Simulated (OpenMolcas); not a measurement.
An atom or ion with 34 electrons was computed by SS-CASPT2, IPEA 0.25 Eh, imaginary shift 0.1 Eh with spin-orbit coupling (OpenMolcas, ANO-RCC-VTZP, DKH2). The lowest levels that the run gave, each within 12 % of the measured value where one is at hand:

```
J  Parity  E (cm⁻¹)      g
2    even       0.0  1.486
1    even      4140  1.501
0    even      5020       
2    even     15040  1.015
0    even     34350
```

Which ion is it, and what are the configurations and terms?

Kr2+ (Z = 36, charge +2; active space 4 electrons in 3 orbitals (4p)). J, parity and g give the terms where levels are pure, and mixed ones are named by the computed weights; the size of the splittings, set against known spectra of the 34-electron sequence, gives the charge. In order, with the measured energies in cm⁻¹ (Saloman, J. Phys. Chem. Ref. Data 36, 215 (2007)): 4s² 4p⁴ ³P₂, 4s² 4p⁴ ³P₁ (4548), 4s² 4p⁴ ³P₀ (5313), 4s² 4p⁴ ¹D₂ (14644), 4s² 4p⁴ ¹S₀ (33080).

Term energies are means over components that CASPT2 splits; among the terms shown or strongly mixed into the levels shown the widest spread is 150 cm-1 (4s² 4p⁴ ¹D). With the s shell closed, the reference lacks s² → p² mixing. Measured partners are found by configuration, term and J. A level has none where our copy of the source lacks it or the pairing is in doubt (some pairs that miss far off the trend of their configuration count as doubtful), and it then counts in no deviation. Levels of configurations outside the active space are missing.
